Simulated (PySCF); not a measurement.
Ta(NH)(F)(Cl)2 (Cl₂FHNTa), SMILES [NH]=[Ta]([F])([Cl])[Cl], multiplicity 1.

The structure is a stationary point at B3LYP-D3(BJ)/def2-SVP. The multiplicity is an assumed one; no other spin state was optimised. The structure was generated by enumeration; whether it is a known compound was not checked. The def2 effective core potentials stand for the cores of Ta; spin–orbit coupling is left out.

Two levels are set side by side: PBE/def2-TZVP (PySCF) and CAM-B3LYP/def2-TZVP (PySCF). Same geometry, gas phase. Differences are taken from unrounded values.

```json
[
 {"quantity": "orbital gap (eV)", "CAM-B3LYP": "8.77"},
 {"quantity": "highest occupied level (eV)", "CAM-B3LYP": "-9.93"},
 {"quantity": "lowest empty level (eV)", "CAM-B3LYP": "-1.16"},
 {"quantity": "dipole moment (D)", "CAM-B3LYP": "1.02"},
 {"quantity": "mean polarisability (bohr³)", "CAM-B3LYP": "67.4"}
]
```

Q: What does PBE give, and how far is it from CAM-B3LYP? (Estimate from the structure and the level; the computed values follow.)

A: 
```
quantity                       PBE  PBE minus CAM-B3LYP
---------------------------  -----  -------------------
orbital gap (eV)              4.24                -4.52
highest occupied level (eV)  -7.24                 2.69
lowest empty level (eV)      -3.00                -1.84
dipole moment (D)             1.00                -0.02
mean polarisability (bohr³)   71.1                  3.6
```

Without exact exchange PBE keeps part of each electron's self-repulsion, which lifts occupied levels and narrows the gap. Loosely held outer electrons make PBE densities more polarisable. Differences between two approximate levels are no errors against the true value.

Rough cost on one machine, each run with all the roots and properties that it gave: CAM-B3LYP against PBE within a factor of 2.
